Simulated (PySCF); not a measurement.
Mayer bond orders and bond lengths

C7H9Cl.
Atom-mapped SMILES: `[CH3:1][C:2]1=[CH:3][CH2:4][CH:5]=[CH:6][C@H:7]1[Cl:8]` (hydrogens: H9, H10, H11 on C1; H12 on C3; H13, H14 on C4; H15 on C5; H16 on C6; H17 on C7)

Structure used (GFN2-xTB), in Å, numbered top down from 1:
```xyz
17
C7H9Cl angstrom
C      2.2057    0.5238   -0.4507
C      0.7593    0.2536   -0.1755
C     -0.1681    1.2027   -0.1428
C     -1.6120    0.9516    0.1467
C     -1.8626   -0.4263    0.6610
C     -0.9475   -1.3828    0.6318
C      0.3970   -1.1792    0.0354
Cl     0.3939   -2.0015   -1.6106
H      2.3747    1.5793   -0.6447
H      2.5325   -0.0524   -1.3153
H      2.8142    0.2207    0.4016
H      0.1068    2.2338   -0.3181
H     -1.9765    1.6887    0.8702
H     -2.1991    1.1050   -0.7678
H     -2.8413   -0.6141    1.0793
H     -1.1585   -2.3739    1.0061
H      1.1744   -1.7169    0.5832
```

Bond orders from the PBE0/pcSseg-1 density (PySCF). One conformer (not necessarily the lowest) at the GFN2-xTB geometry, without solvent, vibrations or thermal averaging.

**Question.** Where do the orders between heavy atoms depart from those drawn in the SMILES?

**Answer.** The largest departure is 0.145, at C2–C3 (drawn double, 1.855).

**Question.** Give the Mayer order of every bond between heavy atoms, beside its length.

**Answer.** 
| bond | drawn as | length (Å) | Mayer order |
| --- | --- | --- | --- |
| C1–C2 | single | 1.497 | 1.073 |
| C2–C3 | double | 1.327 | 1.855 |
| C3–C4 | single | 1.494 | 1.066 |
| C4–C5 | single | 1.492 | 1.057 |
| C5–C6 | double | 1.324 | 1.894 |
| C6–C7 | single | 1.485 | 1.026 |
| C7–Cl8 | single | 1.840 | 0.995 |
| C7–C2 | single | 1.493 | 0.968 |

By pair of heavy elements: C–C: lowest C7–C2 (0.968, 1.493 Å), highest C5–C6 (1.894, 1.324 Å); in 4 of the 21 pairs the longer bond (by over 0.003 Å) has the higher order (by 0.02 or more).

**Question.** And the bonds to hydrogen?

**Answer.** C–H: 0.90 to 0.96 (9 bonds).

**Question.** Sum the orders of all bonds at each heavy atom with more than one neighbour and set the sums beside the valence in the SMILES.

**Answer.** C1 3.923 (drawn 4), C2 3.896 (drawn 4), C3 3.876 (drawn 4), C4 3.951 (drawn 4), C5 3.911 (drawn 4), C6 3.878 (drawn 4), C7 3.921 (drawn 4). Orders between atoms that aren't bonded are not in these sums.

The Mayer order sums products of elements of PS (density times overlap matrix) between the two atoms' basis functions, so it depends on the basis set.
